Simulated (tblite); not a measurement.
C₂H₁₄OSSi₄.
Numbering: `[CH3:1][Si@H:2]([SiH2:3][O:4][CH2:5][SiH3:6])[S:7][SiH3:8]` (hydrogens: H9, H10, H11 on C1; H12 on Si2; H13, H14 on Si3; H15, H16 on C5; H17, H18, H19 on Si6; H20, H21, H22 on Si8)

Computed geometry: GFN2-xTB, gas phase.

Q: List the bond lengths, angles and torsions at this level.

A: 
```tsv
bond	length (Å)	order
C1–Si2	1.902	single
Si2–Si3	2.294	single
Si3–O4	1.617	single
O4–C5	1.412	single
C5–Si6	1.907	single
Si2–S7	2.180	single
S7–Si8	2.129	single
C1–H9, C1–H10, C1–H11	1.087	single
Si2–H12	1.475	single
Si3–H13	1.474	single
Si3–H14	1.476	single
C5–H15	1.094	single
C5–H16	1.092	single
Si6–H17, Si6–H18, Si6–H19	1.463	single
Si8–H20, Si8–H21, Si8–H22	1.456	single
```

Bonds in one row agree within 0.01 Å and their mean is given. Orders are formal, as drawn. A selection of angles:
```tsv
angle	degrees
Si2–C1–H9	110.8
H9–C1–H10	108.2
C1–Si2–Si3	115.2
C1–Si2–S7	103.1
C1–Si2–H12	107.9
Si3–Si2–S7	109.1
Si3–Si2–H12	116.2
S7–Si2–H12	103.9
Si2–Si3–O4	97.2
Si2–Si3–H13	117.4
Si2–Si3–H14	117.3
O4–Si3–H13	111.2
O4–Si3–H14	110.3
H13–Si3–H14	103.4
Si3–O4–C5	128.7
O4–C5–Si6	108.1
O4–C5–H15	107.4
O4–C5–H16	110.3
Si6–C5–H15	111.7
Si6–C5–H16	112.2
H15–C5–H16	107.0
C5–Si6–H17	108.1
H17–Si6–H18	111.4
H18–Si6–H19	110.2
Si2–S7–Si8	104.8
S7–Si8–H20	103.5
S7–Si8–H21	109.2
H20–Si8–H21	112.2
H20–Si8–H22	112.6
H21–Si8–H22	110.1
```

Dihedral angles: C1–Si2–Si3–O4 64° (synclinal); Si2–Si3–O4–C5 177° (antiperiplanar); Si3–O4–C5–Si6 -118° (anticlinal); C1–Si2–S7–Si8 -167° (antiperiplanar).

Si3 (oxygen-bound silicon) is distorted tetrahedral (angles from 97.2° to 117.4°). Si6 (SiH3 silicon) is tetrahedral (angles from 108.1° to 111.4°). Si2 (SiH silicon) is distorted tetrahedral (angles from 103.1° to 116.2°). O4 (silyl ether oxygen) is bent (angle 128.7°). Si8 (SiH3 silicon) is distorted tetrahedral (angles from 103.5° to 112.6°). The 2 S–Si bonds span 2.129 Å (S7–Si8, drawn single) to 2.180 Å (Si2–S7, drawn single), a spread of 0.051 Å.

Point group: C1 (no symmetry element, even within 0.4 Å). GFN2-xTB frequencies show an imaginary mode (26i cm⁻¹), so the point is no minimum at that level.
